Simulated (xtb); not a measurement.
isotetrasilane (H10Si4), SMILES [SiH3][SiH]([SiH3])[SiH3]. All values are semi-empirical tight-binding results from xtb (GFN2-xTB unless named), good for trends rather than for accurate numbers. Coordinates come from a GFN2-xTB optimisation.

```json
{
 "point_group_as_xtb_finds_it": "C3v",
 "orbital_gap": "3.83 eV",
 "dipole_moment": "0.26 D",
 "zero_point_energy": "49.8 kcal/mol",
 "G − E(el) at 298.15 K (modified RRHO)": "27.4 kcal/mol",
 "static polarisability (D4 model)": "117.6 bohr³",
 "solvation energy, GFN2-xTB/ALPB(water)": "-0.9 kcal/mol",
 "solvation energy, GFN2-xTB/ALPB(dmso)": "-5.8 kcal/mol"
}
```
